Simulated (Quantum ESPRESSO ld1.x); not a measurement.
Q: Species: B I. Configuration: [He] 2s2 3p1 (not the ground configuration). All-electron calculation, non-relativistic Kohn-Sham, PBE, spin-unpolarised, spherical densities, point nucleus. Program: ld1.x of Quantum ESPRESSO 7.5. Some entries of the table are withheld. Estimate them.

orbital,occ.,eigenvalue (hartree),r(max) (bohr)
1s,2,(1),(2)
2s,2,-0.56852,1.45
3p,1,-0.04688,6.96

A: 
(1) 1s eigenvalue (hartree): -6.95658
(2) 1s r(max) (bohr): 0.210
